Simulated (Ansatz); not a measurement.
Ideal-gas functions of `[F][Ge]([SH])([Cl])[Cl]` at 298.15 K and 1 bar, from an Ansatz frequency run at PBE0-D4/def2-TZVP.

Molar mass 195.59 g/mol, point group C1 (symmetry number 1), electronic degeneracy 1, moments of inertia 305.961, 314.498, 434.24 u Å². Harmonic wavenumbers (cm⁻¹, unscaled): 97, 125, 160, 168, 209, 216, 401, 460, 466, 724, 771, 2702.

Use S(trans) = R[1.5 ln M + 2.5 ln T − 1.1517]; rotational temperatures θ = 24.2544 K / I; S(rot) = R[ln(√π/σ · √(T³/θAθBθC)) + 1.5]; for each mode x = 1.438777 ν̃/T, S = R[x/(eˣ − 1) − ln(1 − e⁻ˣ)] and H = RT x/(eˣ − 1); 1 cm⁻¹ = 0.0119627 kJ/mol; R = 8.31446 J/(mol·K).

Q: By hand: the entropy, in J/(mol·K).

A: Translation 174.7. Rotation: θ = 0.0793, 0.0771, 0.0559 K, giving 121.5. Vibration, mode by mode: 14.70, 12.64, 10.67, 10.28, 8.59, 8.34, 4.01, 3.21, 3.13, 1.17, 0.97, 0.00, in all 77.7. Electronic 0.0. Sum 373.9 J/(mol·K).

Q: By hand: H − E and G − E in kJ/mol, counted from the electronic energy.

A: Zero-point energy ½ × 6499 × 0.0119627 = 38.9; thermal vibration 12.5; translation, rotation and pV give 4 RT = 9.9. H − E = 61.3 kJ/mol, and G − E = 61.3 − 298.15 × 373.9/1000 = -50.2 kJ/mol.

Vibration gives 21 % of the entropy, 27.3 J/(mol·K) of it from the modes under 150 cm⁻¹: soft modes count most, and the harmonic formula is weakest for them. The sum counts one conformer and one mirror image; others add a mixing term.
